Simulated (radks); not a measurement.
Species: Ga II. Configuration: [Ar] 3d10 4s1 4p1 (not the ground configuration). All-electron calculation, Dirac Kohn-Sham, BLYP, spin-unpolarised, spherical densities, finite nucleus; open shells fill j = l - 1/2 first; Fermi nuclear charge, rms radius 3.9973 fm. Program: a radial shooting solver on a logarithmic mesh with Libxc functionals.

X-ray form factor f0, the Fourier transform of the density (f0(0) = 30):

| sin(theta)/lambda (1/angstrom) | f0 (electrons) |
|---|---|
| 0.05 | 29.514 |
| 0.1 | 28.257 |
| 0.15 | 26.616 |
| 0.2 | 24.869 |
| 0.25 | 23.130 |
| 0.3 | 21.435 |
| 0.4 | 18.232 |
| 0.5 | 15.388 |
| 0.6 | 13.002 |
| 0.8 | 9.639 |
| 1 | 7.733 |
| 1.25 | 6.446 |
| 1.5 | 5.625 |
| 2 | 4.256 |
